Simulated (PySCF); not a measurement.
Al(AsH2)2(H) (AlAs2H5), SMILES [AsH2][AlH][AsH2]. Coordinates come from a B3LYP-D3(BJ)/def2-SVP optimisation. The structure was generated by enumeration; whether it is a known compound was not checked.

Give the equilibrium geometry at B3LYP-D3(BJ)/def2-SVP (PySCF confirms it by a frequency run) as bond lengths and angles, and its point group. (Estimate from the structure and the level; the computed values follow.)

point group C2.
Atoms: Al1 As2 H3 H4 As5 H6 H7 H8. Bond lengths (Å): Al1–As2 2.447, Al1–As5 2.447, Al1–H8 1.588, As2–H3 1.531, As2–H4 1.530, As5–H6 1.531, As5–H7 1.530. Angles (°): As2–Al1–As5 120.8, As2–Al1–H8 119.6, As5–Al1–H8 119.6, Al1–As2–H3 91.4, Al1–As2–H4 91.8, H3–As2–H4 93.3, Al1–As5–H6 91.4, Al1–As5–H7 91.8, H6–As5–H7 93.3.
Charge 0, spin multiplicity 1.
